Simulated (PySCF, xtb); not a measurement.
TeF₃, SMILES F[Te](F)F, multiplicity 2.

Harmonic wavenumbers (cm⁻¹) from GFN2-xTB run with xtb at its own minimum, in rising order: 84, 184, 269, 430, 444, 499.

**Question.** What does PBE-D3(BJ)/def2-SVP run with PySCF 2.14.0 give at its own minimum? (Estimate from the structure and the level; the computed values follow.)

**Answer.** 52, 156, 251, 546, 578, 626. Paired by order, the mean absolute difference is 76 cm⁻¹ and the zero-point energies are 2.7 and 3.2 kcal/mol.
